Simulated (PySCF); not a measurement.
Co(CO)4(H), SMILES [O+]#[C-]->[CoH](<-[C-]#[O+])(<-[C-]#[O+])<-[C-]#[O+] (CAM-B3LYP/def2-SVP optimised geometry):

```
10

Co    -0.804    -0.632     0.000
O     -2.135    -2.807    -1.435
C     -1.628    -1.980    -0.841
O     -2.121     1.980    -0.066
C     -1.621     0.961     0.000
O     -1.299    -1.431     2.786
C     -1.107    -1.122     1.711
O      2.121    -0.610    -0.068
C      0.986    -0.632     0.000
H     -0.560    -0.235    -1.391
```

Method: PySCF 2.14.0 with CAM-B3LYP/def2-TZVP.

### Question
What are the frontier orbital energies and the dipole moment?

### Answer
HOMO-2 -10.56 eV, HOMO-1 -8.86 eV, HOMO -8.85 eV, LUMO 0.22 eV, LUMO+1 0.22 eV; dipole moment 0.41 D.

On the same geometry PBE/def2-TZVP in PySCF gives HOMO-2 -7.59 eV, HOMO-1 -6.40 eV, HOMO -6.39 eV, LUMO -2.44 eV, LUMO+1 -2.01 eV; dipole moment 0.11 D.

Meta-Löwdin charges at CAM-B3LYP/def2-TZVP: Co1 0.51, O2 -0.21, C3 0.10, O4 -0.21, C5 0.10, O6 -0.19, C7 0.14, O8 -0.21, C9 0.10, H10 -0.11.
